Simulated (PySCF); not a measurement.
## Radial density of Br (bromine, neutral)

LC-wPBE, [Ar] 3d10 4s1 4p5 4d1, one real determinant (an excited configuration). Computed with PySCF 2.14 in aug-cc-pwCVTZ-PP with ECP10MDF (8s7p6d4f1g, 96 functions), with scalar relativity through the core potential. This is the valence pseudo-density: the core potential removes the inner electrons and smooths the orbitals near the nucleus.

```csv
r (bohr),4πr²ρ (e/bohr),4πr²(ρα − ρβ)
0.000576,2.081e-05,0.0000
0.000968,5.873e-05,0.0000
0.00163,0.0001650,0.0000
0.00274,0.0004574,0.0000
0.00461,0.001226,0.0001
0.00775,0.003038,0.0003
0.0130,0.006634,0.0006
0.0219,0.01307,0.0012
0.0369,0.02563,0.0018
0.0620,0.1077,0.0025
0.104,0.8731,0.0054
0.176,5.587,0.0318
0.295,21.77,0.2195
0.497,33.85,0.2319
0.835,11.94,0.1878
1.41,4.452,1.4805
2.36,2.347,0.8569
3.98,0.4606,0.3028
6.69,0.01739,0.0155
```

⟨L²⟩ = 7.99 against 12 for a pure F term, so this real determinant mixes terms. Energies and moments cover only the electrons outside the core potential. The outer electron is Rydberg-like, and this basis confines it to a smaller radius and binds it less than a complete one would.
